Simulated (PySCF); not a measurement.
BeFCl, SMILES [F][Be][Cl]. Atoms are numbered in the order given.

```xyz
3

Be     0.0000     0.0000    -0.6125
F      0.0000     0.0000    -1.9973
Cl     0.0000     0.0000     1.2015
```

Geometry: PBE-D3(BJ)/def2-TZVP.

Calculation: HF/pcSseg-2 in PySCF.

GIAO shieldings, no solvent; atoms alike by connectivity are averaged. δ = σ(ref) − σ: ¹⁹F against CFCl3 (σ = 237.3 ppm); ³⁵Cl against HCl (σ = 947.2 ppm), references at their B3LYP-D3(BJ)/def2-TZVP geometries, non-relativistic (without spin–orbit terms, shifts of atoms bonded to Cl or Br come out too high).

Problem. Estimate the chemical shifts. (The exact figures need the calculation; the answer reports its results.)

Solution. 
```csv
nucleus,atoms,count,δ (ppm)
¹⁹F,F2,1,-142.4
³⁵Cl,Cl3,1,-103.0
```
